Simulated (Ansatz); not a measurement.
One change: `C[Si](C)(C)[GaH2]` becomes `C[Si](C)(C)C`.

Ansatz, PBE0-D4/def2-TZVP geometries, multiplicity 1. 

Scalar relativity is left out up to krypton.

```tsv
property	`C[Si](C)(C)[GaH2]`
HOMO energy (PBE0/def2-TZVPP) / eV	-6.84
size of the dipole moment (B3LYP/def2-TZVPP) / D	1.38
LUMO energy (PBE0/def2-TZVPP) / eV	-1.83
HOMO energy (ωB97M-V/def2-TZVPP) / eV	-8.86
LUMO energy (B3LYP/def2-TZVPP) / eV	-2.09
HOMO–LUMO gap (B3LYP/def2-TZVPP) / eV	4.59
```

Q: What does the change do to each property? (Best estimate.)

A: The calculation gave: 
| property | `C[Si](C)(C)C` | shift |
| --- | --- | --- |
| HOMO energy (PBE0/def2-TZVPP) / eV | -8.31 | -1.47 |
| size of the dipole moment (B3LYP/def2-TZVPP) / D | 0.00 | -1.38 |
| LUMO energy (PBE0/def2-TZVPP) / eV | 0.88 | 2.71 |
| HOMO energy (ωB97M-V/def2-TZVPP) / eV | -10.57 | -1.71 |
| LUMO energy (B3LYP/def2-TZVPP) / eV | 0.55 | 2.64 |
| HOMO–LUMO gap (B3LYP/def2-TZVPP) / eV | 8.65 | 4.06 |

With PBE0 the HOMO falls by 1.47 eV and the LUMO rises by 2.71 eV, so the gap widens by about 4.18 eV. PBE moves the HOMO by -1.20 eV and ωB97M-V by -1.71 eV.

B3LYP here is the variant with VWN-RPA as its local correlation; programs differ in this.
